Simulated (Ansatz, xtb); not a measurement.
**Relative energy of two isomers of C7H9P**

Structure X: `CC1=CC=CP=C1C`, a singlet. Structure Y: `CC1=C(C)C=PC=C1`, a singlet. Both are isolated molecules in the gas phase, relaxed with PBE-D3(BJ)/def2-SVP.

X (Å):

| atom | x (Å) | y (Å) | z (Å) |
| --- | --- | --- | --- |
| C | -2.2398 | -2.1686 | -0.9825 |
| C | -1.2855 | -1.0156 | -1.1907 |
| C | -0.5316 | -0.9641 | -2.3818 |
| C | 0.3868 | 0.0482 | -2.6980 |
| C | 0.6533 | 1.1279 | -1.8503 |
| C | -1.1710 | -0.0187 | -0.1895 |
| C | -2.0030 | -0.1237 | 1.0674 |
| P | -0.1020 | 1.3803 | -0.2937 |
| H | -2.2276 | -2.8673 | -1.8406 |
| H | -1.9869 | -2.7459 | -0.0681 |
| H | -3.2831 | -1.8137 | -0.8455 |
| H | -0.6766 | -1.7766 | -3.1120 |
| H | 0.9184 | -0.0193 | -3.6622 |
| H | 1.3905 | 1.8828 | -2.1730 |
| H | -1.7924 | -1.0656 | 1.6186 |
| H | -3.0904 | -0.1308 | 0.8375 |
| H | -1.8091 | 0.7215 | 1.7565 |

Y (Å):

```csv
atom,x (Å),y (Å),z (Å)
C,-2.7653,-0.3975,-1.9001
C,-1.3407,-0.6920,-1.5043
C,-0.4715,-1.2730,-2.4504
C,0.8689,-1.5983,-2.2198
C,0.4208,-0.6372,0.2262
C,-0.8971,-0.3805,-0.1872
C,-1.8697,0.2412,0.7879
P,1.7184,-1.3446,-0.7122
H,-3.4908,-0.9350,-1.2529
H,-2.9629,-0.6922,-2.9482
H,-3.0043,0.6827,-1.7994
H,-0.8922,-1.4839,-3.4495
H,1.4408,-2.0501,-3.0483
H,0.6783,-0.3637,1.2651
H,-2.7515,-0.4124,0.9573
H,-2.2672,1.2064,0.4085
H,-1.3931,0.4309,1.7679
```

Quicker runs give these differences E(Y) − E(X): GFN2-xTB −0.049 eV; HF/STO-3G −0.067 eV (at GFN2-xTB geometries); r2SCAN-D4/def2-SVP −0.021 eV (at GFN2-xTB geometries).

Question: Estimate E(Y) − E(X) at the level CCSD(T)/def2-SVP + ΔMP2/def2-TZVPP.

Answer: Too close to call at this level: CCSD(T)/def2-SVP + ΔMP2/def2-TZVPP gives E(Y) − E(X) = −0.035 eV.

How the difference moves with the method:

```csv
level,geometry,E(Y) − E(X) (eV),departure from the last row (eV),"job, with rough time for the two"
GFN2-xTB,GFN2-xTB,−0.049,−0.014,"optimisation, 0.15 s"
HF/STO-3G,GFN2-xTB,−0.067,−0.032,"single point, 0.54 s"
r2SCAN-D4/def2-SVP,GFN2-xTB,−0.021,+0.014,"single point, 6.1 s"
PBE-D3(BJ)/def2-SVP,PBE-D3(BJ)/def2-SVP,−0.020,+0.015,"optimisation, 17 s"
HF/def2-SVP,PBE-D3(BJ)/def2-SVP,−0.032,+0.004,part of the CCSD(T) run
MP2/def2-SVP,PBE-D3(BJ)/def2-SVP,−0.023,+0.012,part of the CCSD(T) run
CCSD(T)/def2-SVP,PBE-D3(BJ)/def2-SVP,−0.030,+0.005,single point
CCSD(T)/def2-SVP + ΔMP2/def2-TZVPP,PBE-D3(BJ)/def2-SVP,−0.035,,"single point, 2.2 min"
```

As drawn, both hold the same kinds of bond in the same numbers.

The largest departure from CCSD(T)/def2-SVP + ΔMP2/def2-TZVPP is that of HF/STO-3G, 0.032 eV. The last row adds to CCSD(T) the change of the MP2 difference between the two basis sets, here −0.005 eV.

With thermal terms from frequencies at re-optimised GFN2-xTB minima (ideal gas, soft modes damped towards free rotors, one conformer each, 298.15 K, 1 atm): the zero-point term adds +0.001 eV; ΔH is −0.034 and ΔG −0.036 eV.

The correlated steps freeze 12 core orbitals. Run with Ansatz 0.2.0, xtb 6.7.1; the last row on 4 threads of Arm Neoverse V1 on a shared host.
